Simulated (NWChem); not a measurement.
System: VF₅; SMILES [F][V]([F])([F])([F])[F]

Here is an NWChem input.

```
start job
memory heap 200 mb stack 900 mb global 1100 mb
geometry units angstroms noautoz
  V      0.000000     0.000000     0.000000
  F      0.000000     0.000000    -1.747619
  F      0.000000     0.000000     1.747619
  F      1.653330    -0.443008     0.000000
  F     -0.443008     1.653330     0.000000
  F     -1.210321    -1.210321     0.000000
end
basis spherical
  * library sto-3g
end
dft
  xc hfexch
  iterations 150
  mulliken
end
task dft energy
```

NWChem printed, in part:

```
             Northwest Computational Chemistry Package (NWChem) 7.3.0
             --------------------------------------------------------

 D3H symmetry detected

                             Geometry "geometry" -> ""
                             -------------------------

 Output coordinates in angstroms (scale by  1.889725989 to convert to a.u.)

  No.       Tag          Charge          X              Y              Z
 ---- ---------------- ---------- -------------- -------------- --------------
    1 V                   23.0000     0.00000000     0.00000000     0.00000000
    2 F                    9.0000     0.00000000     0.00000000    -1.74761900
    3 F                    9.0000     0.00000000     0.00000000     1.74761900
    4 F                    9.0000     1.21032132     1.21032132     0.00000000
    5 F                    9.0000    -1.65332967     0.44300835     0.00000000
    6 F                    9.0000     0.44300835    -1.65332967     0.00000000

 Effective nuclear repulsion energy (a.u.)     478.1198883258

      Symmetry information
      --------------------

 Group name             D3h
 Group number             27
 Group order              12
 No. of unique centers     3

  xc_inp: hfexch multiplicative factor not found.

                                 NWChem DFT Module
                                 -----------------

 Summary of "ao basis" -> "ao basis" (spherical)
 ------------------------------------------------------------------------------
       Tag                 Description            Shells   Functions and Types
 ---------------- ------------------------------  ------  ---------------------
 V                           sto-3g                  8       18   4s3p1d
 F                           sto-3g                  3        5   2s1p

      Symmetry analysis of basis
      --------------------------

        a1'        11
        a1"         0
        a2'         1
        a2"         7
        e'         18
        e"          6

  Rotation of axis

            General Information
            -------------------
          SCF calculation type: DFT
          Wavefunction type:  closed shell.
          No. of atoms     :     6
          No. of electrons :    68
           Alpha electrons :    34
            Beta electrons :    34
          Charge           :     0
          Spin multiplicity:     1
          Use of symmetry is: on ; symmetry adaption is: on
          Maximum number of iterations: 150
          AO basis - number of functions:    43
                     number of shells:    23
          Convergence on energy requested:  1.00D-06
          Convergence on density requested:  1.00D-05
          Convergence on gradient requested:  5.00D-04

              XC Information
              --------------
                     Hartree-Fock (Exact) Exchange  1.000

      Superposition of Atomic Density Guess
      -------------------------------------

 Sum of atomic energies:       -1422.96224136

      Non-variational initial energy
      ------------------------------

 Total energy =   -1421.959248
 1-e energy   =   -2929.383187
 2-e energy   =    1029.304051
 HOMO         =      -0.385676
 LUMO         =       0.359085

      Symmetry analysis of molecular orbitals - initial
      -------------------------------------------------

  Numbering of irreducible representations:

     1 a1'         2 a1"         3 a2'         4 a2"         5 e'
     6 e"

  Orbital symmetries:

     1 a1'         2 a1'         3 e'          4 e'          5 a2"
     6 a1'         7 a1'         8 a2"         9 e'         10 e'
    11 a1'        12 a2"        13 e'         14 e'         15 a1'
    16 a1'        17 e'         18 e'         19 a2"        20 a1'
    21 a1'        22 e'         23 e'         24 e"         25 e"
    26 a2"        27 e'         28 e'         29 a2'        30 e'
    31 e'         32 a2"        33 e"         34 e"         35 e"
    36 e"         37 e'         38 e'         39 a1'        40 a1'
    41 e'         42 e'         43 a2"

     ---------------------------------------------
      Total Density - Mulliken Population Analysis
     ---------------------------------------------

    Atom       Charge   Shell Charges
 -----------   ------   -------------------------------------------------------
    1 V   23    19.77   2.00  2.00  5.99  2.02  5.88  0.41  0.72  0.76
    2 F    9     9.67   2.00  1.95  5.72
    3 F    9     9.67   2.00  1.95  5.72
    4 F    9     9.63   2.00  1.94  5.68
    5 F    9     9.63   2.00  1.94  5.68
    6 F    9     9.63   2.00  1.94  5.68

   convergence    iter        energy       DeltaE   RMS-Dens  Diis-err
 ---------------- ----- ----------------- --------- --------- ---------
 d= 0,ls=0.0,diis     1  -1422.8903297026 -1.90D+03  8.36D-02  3.61D+00
 d= 0,ls=0.0,diis     2  -1421.6212207710  1.27D+00  4.64D-02  1.85D+01
 d= 0,ls=0.0,diis     3  -1423.5940711185 -1.97D+00  3.82D-03  3.34D-02
 d= 0,ls=0.0,diis     4  -1423.6002070295 -6.14D-03  1.13D-03  1.75D-03
 d= 0,ls=0.0,diis     5  -1423.6007096591 -5.03D-04  1.01D-03  4.36D-04
  Resetting Diis
 d= 0,ls=0.0,diis     6  -1423.6009042167 -1.95D-04  2.45D-04  1.52D-05
 d= 0,ls=0.0,diis     7  -1423.6009136244 -9.41D-06  2.94D-05  8.68D-07
 d= 0,ls=0.0,diis     8  -1423.6009136958 -7.14D-08  1.33D-05  7.32D-07
 d= 0,ls=0.0,diis     9  -1423.6009138001 -1.04D-07  8.03D-06  2.31D-08

         Total DFT energy =    -1423.600913800074
      One electron energy =    -2921.599757806924
           Coulomb energy =     1114.852357834029
    Exchange-Corr. energy =      -94.973402152974
 Nuclear repulsion energy =      478.119888325795

 Numeric. integr. density =        0.000000000000

                  Occupations of the irreducible representations
                  ----------------------------------------------

[...]
```

Level: Hartree-Fock/STO-3G. Geometry: optimised at PBE-D3(BJ)/def2-SVP.
